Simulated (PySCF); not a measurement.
## Two-photon absorption: SMILES FC(/C(C=O)=C/[O-])(F)F, [C4H2F3O2]-, charge -1

Geometry:
```csv
atom,x (Å),y (Å),z (Å)
O1,-1.120,-2.133,0.102
C2,-1.203,-0.924,-0.105
C3,-0.167,0.057,-0.057
C4,-0.467,1.426,-0.322
O5,-1.561,1.912,-0.612
C6,1.201,-0.375,0.279
F7,2.093,0.648,0.287
F8,1.319,-0.952,1.499
F9,1.720,-1.289,-0.577
H10,-2.191,-0.462,-0.368
H11,0.423,2.109,-0.248
```

Total charge -1.

Computed, not measured: TDDFT CAM-B3LYP/aug-cc-pVDZ excited states, vertical, gas phase (PySCF 2.14.0). Geometry: PBE0-D3(BJ)/def2-SVP.

For a gas-phase anion, states above the detachment energy (about 3.3 eV, taken as minus the energy of the highest occupied orbital) lie in the continuum and depend on the basis. Singlets 3 and 4 lie within 0.01 eV of each other, so their separate moments and overlaps can depend on how they mix.

Problem. Give the one- and two-photon strengths of the lowest singlets.

Solution. δ for parallel linear polarisation; σ at the peak of a Lorentzian of half width 0.1 eV, single beam; Ω is circular over linear.
| state | E (eV) | f | photon λ (nm) | δ (au) | σ (GM) | Ω | main |
| --- | --- | --- | --- | --- | --- | --- | --- |
| S1 | 4.14 | 0.001 | 599 | 0.78 | 0.01 | 1.50 | HOMO−1→LUMO+3 0.78, HOMO−1→LUMO+4 0.12 |
| S2 | 4.69 | 0.002 | 529 | 33.9 | 0.27 | 1.50 | HOMO→LUMO 0.84, HOMO→LUMO+1 0.11 |
| S3 | 4.93 | 0.000 | 503 | 1.81 | 0.02 | 1.42 | HOMO−2→LUMO+3 0.69, HOMO−1→LUMO+14 0.10 |
| S4 | 4.94 | 0.118 | 502 | 50.1 | 0.45 | 0.59 | HOMO→LUMO+3 0.42, HOMO−1→LUMO 0.24 |
| S5 | 4.98 | 0.000 | 497 | 8.92 | 0.08 | 1.50 | HOMO→LUMO+1 0.84, HOMO→LUMO 0.11 |
| S6 | 5.07 | 0.121 | 489 | 191 | 1.80 | 1.32 | HOMO−1→LUMO 0.42, HOMO→LUMO+3 0.38 |
